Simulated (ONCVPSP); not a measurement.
## Before and after: ONCV potential for bismuth

- Element: bismuth
- Generator: ONCVPSP 4.0.1
- Type: optimised norm-conserving Vanderbilt (ONCV)
- Functional: LDA (Perdew-Zunger)
- Relativity: fully relativistic
- Frozen core: [Kr] 4d10 4f14
- Valence charge: 23
- Reference configuration: 5s2 5p6 5d10 6s2 6p3
- Partial waves: 5s+6s: rc 1.25 bohr, ncon 4, nbas 8, qcut 7.5 1/bohr, 2 projectors; 5p+6p: rc 1.25 bohr, ncon 4, nbas 9, qcut 10.5 1/bohr, 2 projectors; 5d: rc 1.85 bohr, ncon 5, nbas 10, qcut 6.6 1/bohr, 2 projectors, debl 2.2 Ha; f scattering state at 0.32 Ha: rc 1.50 bohr, ncon 4, nbas 7, qcut 8.3 1/bohr, 2 projectors, debl 2.7 Ha
- Local potential: polynomial inside 1.00 bohr (lpopt 5, dvloc0 0 Ha)
- Core correction: polynomial model core, fcfact 0.4

Open shells are filled in proportion to 2j + 1.

Change: s: ncon 3, nbas 7.

Cutoffs: the cutoffs (Ha) at which the residual kinetic energy of the hardest occupied pseudo-wave falls to 1 and 0.1 mHa per electron; they do not see the model core or the augmentation charge, which bear on the density cutoff. Errors are all-electron minus pseudo energies relative to the spin-unpolarised reference configuration.

Question: What does the change do?

Answer: The potential gets softer (43 Ha and 110 Ha → 43 Ha and 92 Ha); the errors of the 4 common tests hardly move; neither file shows a bound ghost.

```csv
quantity,base,changed
"cutoff, loose",43 Ha,43 Ha
"cutoff, tight",110 Ha,92 Ha
loose cutoff by channel,"s 39 Ha, p 43 Ha, d 23 Ha","s 27 Ha, p 43 Ha, d 23 Ha"
bound ghosts,none,none
GHOST(+) flags under 300 eV,"s at 141.1 eV, d5/2 at 257.6 eV","s at 124.1 eV, d5/2 at 257.6 eV"
"error for 5s2 5p6 5d10 6s2 6p2, meV [ΔE 8.31 eV]",+0.6,+0.6
"error for 5s2 5p6 5d10 6s2 6p1, meV [ΔE 24.05 eV]",+1.3,+1.4
"error for 5s2 5p6 5d10 6s2 6p0, meV [ΔE 47.99 eV]",+1.7,+1.9
"error for 5s2 5p6 5d10 6s2 6p2.5, meV [ΔE 3.28 eV]",+0.3,+0.3
s: phases at 1.27 bohr within 0.05 rad from the reference energy up to (Ha; the scan ends near 5),3.0,2.3
p3/2: phases at 1.27 bohr within 0.05 rad from the reference energy up to (Ha; the scan ends near 5),to the end of the scan,to the end of the scan
p1/2: phases at 1.27 bohr within 0.05 rad from the reference energy up to (Ha; the scan ends near 5),to the end of the scan,to the end of the scan
d5/2: phases at 1.88 bohr within 0.05 rad from the reference energy up to (Ha; the scan ends near 5),to the end of the scan,to the end of the scan
d3/2: phases at 1.88 bohr within 0.05 rad from the reference energy up to (Ha; the scan ends near 5),to the end of the scan,to the end of the scan
f7/2: phases at 1.53 bohr within 0.05 rad from the reference energy up to (Ha; the scan ends near 5),to the end of the scan,to the end of the scan
f5/2: phases at 1.53 bohr within 0.05 rad from the reference energy up to (Ha; the scan ends near 5),to the end of the scan,to the end of the scan
"rms error of d²Exc/dni dnj with the model core, mHa",2.42,2.33
```
